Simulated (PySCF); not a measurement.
## Cr (chromium, neutral) across methods

[Ar] 3d5 4s1, high-spin 7S determinant. All numbers are calculated (PySCF 2.14, the non-relativistic Hamiltonian (point nucleus), in def2-TZVPPD (6s6p4d2f1g, 67 functions)).

| method | E (hartree) | mean ε 3p β (eV) | mean ε 4s α (eV) | mean ε 3d α (eV) | Σ⟨r²⟩ (bohr²) | ⟨S²⟩ |
| --- | --- | --- | --- | --- | --- | --- |
| TPSS | -1044.463 | -41.874 | -4.350 | -3.782 | 37.35 | 12.000 |
| wB97X-V | -1044.275 | -46.588 | -6.432 | -7.671 | 37.40 | 12.000 |
| wB97X | -1044.402 | -46.436 | -6.280 | -7.572 | 37.51 | 12.000 |
| PBE0 | -1044.226 | -43.969 | -4.864 | -5.421 | 37.08 | 12.000 |
| LDA | -1042.177 | -41.681 | -4.546 | -3.997 | 37.23 | 12.000 |
| r2SCAN | -1044.414 | -42.066 | -4.617 | -3.983 | 36.87 | 12.000 |
| UHF | -1043.33466 | -50.097 | -6.054 | -10.165 | 37.63 | 12.000 |
| wB97M-V | -1044.356 | -46.694 | -6.523 | -7.828 | 37.48 | 12.000 |

(1) Estimate the same row for PBE.

Answers

(1) E (hartree) = -1044.199; mean ε 3p β (eV) = -41.603; mean ε 4s α (eV) = -4.382; mean ε 3d α (eV) = -3.834; Σ⟨r²⟩ (bohr²) = 37.53; ⟨S²⟩ = 12.000.
